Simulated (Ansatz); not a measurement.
A search over several starts for the lowest SCF solution of Li₂Sn₂⁻ at the given spin, in a small basis.

```yaml
crystal:
  periodic: [false, false, false]
  atoms:
    - {symbol: Li, position_ang: [-1.202489, 1.946059, -0.881134]}
    - {symbol: Li, position_ang: [-0.393884, 0.261330, 1.423403]}
    - {symbol: Sn, position_ang: [1.239843, -1.962743, 0.651996]}
    - {symbol: Sn, position_ang: [0.356530, -0.244646, -1.194265]}
basis:
  gaussian: {orbitals: def2-SVP, initial_orbitals: start.molden}
total_charge: -1
magnetization: {spin_polarized: true, initial_magnetization: 1}
hamiltonian: {xc: pbe0, dispersion: d4}
output: {orbitals: {seedname: orbitals}}
```

The file start.molden holds the orbitals of an earlier run on this structure, at another level or in another basis.

```sh
$ ansatz run in.yaml --threads 4 --pin off --events-out ev --progress --plain --max-ram 3916MiB
```

Output, abridged:

```
Functional definition: PBE0
  name "PBE0"
  cite "Adamo & Barone, J. Chem. Phys. 110, 6158 (1999) doi:10.1063/1.478522"
  cite "Perdew, Burke & Ernzerhof, Phys. Rev. Lett. 77, 3865 (1996) doi:10.1103/PhysRevLett.77.3865"
  parent pbe
  parameter a = 0.25
  parameter kappa = 0.804
  parameter beta = 0.06672455060314922
  exchange = (1 - a)*pbe_x(kappa = kappa, mu = beta*pi^2/3) + a*exact_x
  correlation = pbe_c(beta = beta)
942 factors; integrals over basis functions are off by at most 1.6e-4 eV
mean field evaluation 1: about -12072.5853 eV, gradient 3.6e1 eV
mean field evaluation 2: about -12073.0785 eV, gradient 8.3e-1 eV
mean field evaluation 4: about -12073.1602 eV, gradient 9.7e-2 eV
mean field evaluation 8: about -12073.1606 eV, gradient 1.7e-5 eV
mean field evaluation 16: about -12073.0622 eV, gradient 1.3e0 eV
mean field evaluation 32: about -12073.1606 eV, gradient 8.6e-3 eV
mean field evaluation 64: about -12073.1523 eV, gradient 3.4e-1 eV
mean field -12073.16063196 eV, -443.6804697422 hartree, gradient 1.6e-5 eV, S^2 0.871602; 9 other end points of the search recorded, 0 dependent functions left out
reference -12073.16066575 eV, -443.6804709842 hartree; 26, 25 occupied and 44, 45 virtual orbitals, 942 factors
Total energy: -12073.26692875 eV, -443.6843760773 hartree
```

Hardware: 4 threads of Arm Neoverse V2 on a shared host. Wall time 6.5 s.

In the def2 sets Sn takes a core potential; there is no spin–orbit coupling. The charge -1 doublet is spin-contaminated (final ⟨S²⟩ up to 0.87, 0.75 for a pure state). The highest occupied level of the charge -1 doublet lies above zero (up to 0.03 eV). By energy differences its removal costs 1.45 eV (vertical, to the charge 0 singlet, at PBE0-D4/def2-TZVPD). The structure comes from a short search, and lower isomers may exist.
